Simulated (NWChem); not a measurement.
# CH$_{6}$MgSSi; SMILES C[S][Mg][SiH3]

```xyz
10

Mg     0.2452     0.3478     0.0723
S      0.4206    -1.9574     0.2031
C     -1.2988    -2.5689     0.0379
H     -1.2570    -3.6654     0.0957
H     -1.7459    -2.2995    -0.9295
H     -1.9476    -2.2134     0.8510
Si     0.1419     2.9169    -0.0625
H     -0.7501     3.5154     0.9872
H     -0.3766     3.4067    -1.3841
H      1.4903     3.5523     0.1210
```
Atoms are numbered in this order, from 1.

Level: PBE0/def2-SVP (NWChem), optimised geometry, unscaled harmonic frequencies. 

Task: List the harmonic frequencies with IR intensities, and the thermochemistry.

Result: 
```
frequency (cm⁻¹)  IR intensity (km/mol)
----------------  ---------------------
10                                  0.2
51                                  0.6
64                                  8.3
103                                24.2
154                                14.3
257                                 1.1
389                                 1.1
391                                 0.3
498                                79.9
724                                 8.6
842                               293.4
936                                37.7
938                                39.5
951                                 7.8
964                                 7.2
1334                               21.6
1453                                6.9
1460                                7.1
2186                               89.5
2195                               93.9
2195                               94.2
3063                               33.4
3169                                4.4
3174                                1.3
```

- zero-point energy = 39.3 kcal/mol
- thermal correction to the enthalpy at 298.15 K (with zero-point energy) = 45.2 kcal/mol
- heat capacity Cv = 25.2 cal/(mol K)
- entropy at 298.15 K and 1 atm (symmetry number 1) = 95.9 cal/(mol K)
- dipole moment = 1.34 D

Rigid rotor and harmonic oscillator; modes under 100 cm⁻¹ make the entropy uncertain.
